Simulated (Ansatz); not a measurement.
CH$_{6}$BNSi, SMILES `[SiH3]B1CN1` from Hartree–Fock to CCSD(T)

```tsv
atom	x (Å)	y (Å)	z (Å)
Si1	-0.5895	1.6980	-0.3114
B2	0.0294	-0.1458	0.0961
C3	0.6845	-1.5311	-0.2695
N4	0.1564	-1.1121	1.0216
H5	0.5658	2.5270	-0.7521
H6	-1.5790	1.6631	-1.4229
H7	-1.2232	2.3628	0.8599
H8	0.1235	-2.2952	-0.8057
H9	1.7654	-1.6404	-0.3467
H10	0.0667	-1.5262	1.9307
```

The species carries charge 0 and has multiplicity 1. All single points use the PBE0-D4/def2-TZVP geometry. Frozen core, restricted reference, the Gaussian-basis code of Ansatz. CBS rows extrapolate triple and quadruple zeta; past MP2 they add the triple-zeta difference.

```json
{"basis": "def2-SVP", "HF (Eh)": "-409.20939", "MP2 corr.": "-0.48808"}
{"basis": "def2-TZVPP", "HF (Eh)": "-409.44419", "MP2 corr.": "-0.59817"}
{"basis": "def2-QZVPP", "HF (Eh)": "-409.45871", "MP2 corr.": "-0.63849"}
```

Question: Estimate the CCSD correlation energy and the (T) correction in each basis where they were run (hartree).

Answer: 
| basis | CCSD corr. | (T) |
| --- | --- | --- |
| def2-SVP | -0.53756 | -0.01756 |
| def2-TZVPP | -0.64083 | -0.02694 |
| CBS(def2) | -0.71102 | as TZ |
